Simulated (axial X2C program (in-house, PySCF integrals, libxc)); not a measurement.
GeI: from Re and ωe to a spectrum

A bond curve at the CCSD(T) level, with spin–orbit coupling, was computed with an axial X2C code built on PySCF integrals (basis I dyall-cv3z [11s12p8d4f1g], Ge dyall-cv3z [9s9p7d4f1g] (cores contracted in-house)) for the state Ω = 1/2 (⟨Sz⟩ = -0.50, ⟨Lz⟩ = 1.00 at HF). Its fit gives Re = 2.5481 Å, ωe = 239.1 cm⁻¹, ωexe = 0.527 cm⁻¹ and αe = 1.722e-04 cm⁻¹; the masses are 126.9045 and 73.9212 u. Two-component means X2C with spin–orbit coupling and atomic mean-field Coulomb and Gaunt terms.

Correlated methods: 11 electrons correlated (number of frozen shells: I 4 s, 3 p, 2 d; Ge 3 s, 2 p, 1 d), 283 virtual spin orbitals or spinors in MP2, 90 natural virtuals in coupled cluster.

Problem. Find the reduced mass, Be and the force constant.

Solution. From the CCSD(T) values: μ = 46.7118 u. Be = 16.8576/(μ Re²) = 0.05558 cm⁻¹. k = 5.8918×10⁻⁷ μ ωe² = 1.57 mdyn/Å.

Problem. Estimate the centrifugal constant by the Kratzer relation.

Solution. D = 4Be³/ωe² = 1.20e-08 cm⁻¹.

Problem. A Morse curve ties αe to the other constants (Pekeris). How well does that hold?

Solution. αe(Morse) = 6Be²/ωe × (√(ωexe/Be) − 1) = 1.612e-04 cm⁻¹; the CCSD(T) curve gives 1.722e-04 cm⁻¹, a ratio of 0.94.

Problem. Where do the fundamental and the first overtone lie?

Solution. ν(1←0) = ωe − 2ωexe = 238.0 cm⁻¹; ν(2←0) = 2ωe − 6ωexe = 475.0 cm⁻¹.

The state is one determinant whose occupation by symmetry is held fixed; it was picked as the lowest of a PBE0 search that is not exhaustive. CCSD and (T) use frozen natural virtuals with an MP2 correction for the truncation; (T) itself is uncorrected, so its De runs slightly low. With the outer-core shells frozen, correlated bond lengths of heavy atoms tend to come out a few hundredths of an ångström too long.
